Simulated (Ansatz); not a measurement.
Saddle point of SiH$_{4}$BrF, closed shell (SiH₃F ([F][SiH3]) + HBr → SiH₃Br ([SiH3][Br]) + HF; bonds formed: Si1–Br7, F2–H6; bonds broken: Si1–F2, H6–Br7), PBE0-D4/def2-TZVP structure:

Si1  (-0.602, -0.198, 0.069)
F2  (1.167, -0.279, 0.853)
H3  (-0.562, -1.286, -0.921)
H4  (-0.998, -0.737, 1.396)
H5  (-1.593, 0.868, -0.192)
H6  (1.576, 0.333, 0.122)
Br7  (1.012, 1.298, -1.327)
(Å)

Energies are electronic, without zero-point energy. Barriers and step energies count from the start structure reached by relaxing down the imaginary mode; all methods use the PBE0-D4 structures, on which another method's saddle can fall below an end. Program: Ansatz 0.2.0. Basis: def2-TZVPP, with def2-QZVPP for the basis limit. Cores are frozen in the correlated methods. Filled d shells of the heavier atoms are correlated. The def2 sets are not built for correlating such inner shells, so the correlated values are less sure here. B3LYP uses VWN-RPA correlation. Extrapolation: Hartree–Fock as exp(−7.88 √X), correlation as X^−2.97.

```tsv
method	barrier (kcal/mol)	step energy (kcal/mol)
SPW92	21.59	4.92
PBE-D4	?	5.02
BLYP-D4	33.76	8.54
r2SCAN-D4	?	7.33
B97M-V	37.82	9.51
PBE0-D4	32.11	5.22
B3LYP-D4	36.28	8.53
r2SCAN0-D4	34.45	6.88
BHLYP-D4	40.42	9.09
CAM-B3LYP-D4	37.78	10.02
wB97X-V	?	7.93
wB97M-V	34.56	7.53
B2PLYP	38.14	9.26
PBE-QIDH	35.62	6.37
RPA on PBE	39.47	9.79
HF	52.34	11.90
MP2	36.92	7.39
CCSD	41.36	9.01
CCSD(T)	38.82	8.42
```

(1) Fill in the withheld barriers. (To be estimated.)

The T1 diagnostic stays at or below 0.010.

Results:

(1) Computed: PBE-D4 28.31; r2SCAN-D4 32.34; wB97X-V 36.51 kcal/mol. Each is the energy of the saddle less that of the start structure, by the same method.

For comparison, the barrier by CCSD(T) at an estimated basis limit (MP2 extrapolated from triple and quadruple zeta, plus CCSD(T) − MP2 in triple zeta) is 37.14 kcal/mol.

Labels in which every atom is bracketed show which atoms are joined, not bond orders.

For scale, one of the runs: CCSD(T)/def2-TZVPP, 177 basis functions, launched by `ansatz run in.yaml --threads 4 --pin off --events-out ev --progress --plain --max-ram 9574MiB`. Hardware: 4 CPU threads of an Intel Xeon, shared host. Wall time 47 s; peak host memory 1.6 GiB.
